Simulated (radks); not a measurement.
Valence configurations of the europium ion Eu+ (all share [Xe]). Calculated with a radial shooting solver on a logarithmic mesh with Libxc functionals: Dirac Kohn-Sham, PBE, spin-unpolarised, spherical densities, point nucleus; open shells fill j = l - 1/2 first. Energies are relative to 4f7 6s1; eigenvalues in eV.

\begin{tabular}{lrrrrrr}
valence & E (eV) & e(4f5/2) & e(4f7/2) & e(5d3/2) & e(6p1/2) & e(6s1/2) \\ \hline
4f7 6s1 & 0.000 & -9.055 & -8.441 & - & - & -8.518 \\
4f7 5d1 & 1.465 & -7.263 & -6.652 & -6.054 & - & - \\
4f7.5 6s0.5 & 0.669 & -5.877 & -5.293 & - & - & -7.786 \\
4f7.5 6p0.5 & 2.043 & -6.408 & -5.823 & - & -5.371 & - \\
4f8 & 2.369 & -3.629 & -3.074 & - & - & - \\
4f6.5 5d1 6s0.5 & 1.602 & -10.719 & -10.079 & -7.236 & - & -8.389 \\
4f6 6p2 & 9.944 & -19.178 & - & - & -7.601 & - \\
4f6.5 6s1 6p0.5 & 2.285 & -13.393 & -12.750 & - & -6.389 & -9.594 \\
4f6 5d1 6s1 & 3.236 & -14.706 & - & -8.579 & - & -9.115 \\
4f6 6s2 & 2.991 & -17.108 & - & - & - & -10.067 \\
\end{tabular}

NIST lists [Xe] 4f7 6s1 as the ground configuration; this level of theory agrees among the configurations tried. The energies are those of spherical spin-averaged densities, not of single terms.
